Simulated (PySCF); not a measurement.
Fill in the blanks.

C6H18Si4.
SMILES: `C=C[Si]1(C(C)(C)C)[SiH2][SiH2][SiH2]1`

Conformer (atom-mapped SMILES and torsion angles): `[CH2:1]=[CH:2][Si:3]1([C:4]([CH3:5])([CH3:6])[CH3:7])[SiH2:8][SiH2:9][SiH2:10]1`: C1–C2–Si3–C4 -119°, C2–Si3–C4–C5 -59°.

```json
{"property": "point group", "level": "PBE0-D3(BJ)/def2-SVP", "value": "?"}
{"property": "rotational constants A, B, C", "level": "PBE0-D3(BJ)/def2-SVP", "value": "?"}
{"property": "dipole moment", "level": "PBE/pcSseg-1", "value": "?"}
{"property": "HOMO energy", "level": "PBE/pcSseg-1", "value": "-6.07 eV"}
{"property": "LUMO energy", "level": "PBE/pcSseg-1", "value": "?"}
{"property": "13C chemical shifts (computed TMS as zero) by class", "level": "GIAO PBE/pcSseg-1", "value": "?"}
{"property": "1H chemical shifts (computed TMS as zero) by class", "level": "GIAO PBE/pcSseg-1", "value": "6.54 (1 H), 6.43 (1 H), 6.13 (1 H), 4.21 (2 H), 4.12 (1 H), 4.08 (2 H), 3.98 (1 H), 1.12 (9 H) ppm"}
{"property": "isotropic shieldings of nuclei other than C and H, by class", "level": "GIAO PBE/pcSseg-1", "value": "?"}
```

Gas-phase values; electronic properties from PySCF, density fitting. Isolated species at its PBE0-D3(BJ)/def2-SVP geometry (one conformer only). NMR classes are plain means over equivalent atoms (diastereotopic ones count apart unless rotation or inversion swaps them), as if these changed places fast; in this geometry the members of some classes differ.

Question: What is the LUMO energy?

Answer: -1.84 eV.

Question: The point group?

Answer: C1.

Question: What are the rotational constants A, B, C?

Answer: 0.839, 0.597, 0.514 GHz.

Question: What are the isotropic shieldings of nuclei other than C and H, by class?

Answer: 323 (1 Si), 435 (2 Si), 441 (1 Si) ppm.

Question: Give the 13C chemical shifts (computed TMS as zero) by class.

Answer: 143.2 (1 C), 142.1 (1 C), 30.4 (3 C), 24.4 (1 C) ppm.

Question: Give the dipole moment.

Answer: 1.47 D.

With B = h/(8π²I), that is 505.379 GHz u Å² over I, the principal moments of inertia are 602.4, 847.1 and 983.5 u Å² (most abundant isotopes). The rotational constants make it an asymmetric top with κ = (2B − A − C)/(A − C) = -0.5, nearer the prolate limit (−1). The dipole matches unit charges of opposite sign 0.31 Å apart (1 e·Å = 4.8032 D).
